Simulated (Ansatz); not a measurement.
B₃P₃H₁₂, a cluster cut from wurtzite BP (hydrogen-capped). Total charge 0; singlet. Geometry r2SCAN-D4/def2-SVP, basis def2-TZVP, Ansatz.

| run | HOMO (eV) | LUMO (eV) |
| --- | --- | --- |
| A | -6.96 | -1.64 |
| B | -7.14 | -1.21 |
| C | -6.79 | -1.35 |
| D | -7.88 | -0.85 |
| E | -6.90 | -1.47 |
| F | -8.05 | -0.65 |

B3LYP takes the VWN-RPA correlation.

**Question.** The runs used B3LYP, BLYP, LDA (SPW92), PBE, PBE0, r2SCAN. Estimate which is which.

**Answer.** A LDA (SPW92) (0 % exact exchange); B r2SCAN (0 % exact exchange); C BLYP (0 % exact exchange); D B3LYP (20 % exact exchange); E PBE (0 % exact exchange); F PBE0 (25 % exact exchange). Exact exchange lowers occupied and raises empty levels; among semilocal functionals meta-GGAs tend to open the gap a little, and such runs are hard to tell apart. The gap grows from 5.33 eV (LDA (SPW92)) to 7.41 eV (PBE0).
